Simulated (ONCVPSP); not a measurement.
## hafnium (Hf): ONCV pseudisation with PBE, scalar-relativistic reference atom.

ONCVPSP 4.0.1 input, shortened (lines: element, Z, core and valence counts, functional; n l f; lmax; l rc ep ncon nbas qcut; lloc lpopt rc5 dvloc0; l nproj debl; icmod fcfact rcfact), PBE, scalar-relativistic:

```
  Hf 72.00   12    2        4      upf
    1    0    2.00
    2    0    2.00
    2    1    6.00
    3    0    2.00
    3    1    6.00
    3    2   10.00
    4    0    2.00
    4    1    6.00
    4    2   10.00
    4    3   14.00
    5    0    2.00
    5    1    6.00
    5    2    2.00
    6    0    2.00
    3
    0    2.65    0.00    4    8    1.90
    1    2.05    0.04    3    6    3.30
    2    2.15    0.00    5    8    4.70
    3    2.10    0.12    4    7    4.90
    4    5    1.75    6.00
    0    2    1.90
    1    2    3.40
    2    1    3.50
    3    2    3.50
    3    1.75    1.15
```

All-electron outer shells of the reference configuration (PBE, scalar-relativistic, ld1.x):

```json
{"shell": "4f", "level (eV)": "-16.83", "outermost node (bohr)": "–", "outermost maximum (bohr)": "0.45"}
{"shell": "6s", "level (eV)": "-5.11", "outermost node (bohr)": "1.37", "outermost maximum (bohr)": "2.89"}
{"shell": "5d", "level (eV)": "-2.69", "outermost node (bohr)": "0.67", "outermost maximum (bohr)": "1.69"}
```

Q: Is a potential produced?

A: No. ONCVPSP 4.0.1 stopped with "ERROR pspot: first pseudo wave function has node, program will stop": the optimised pseudo-wave of the first projector has a node, so the radial equation cannot be inverted for a potential. It happened in the p channel.
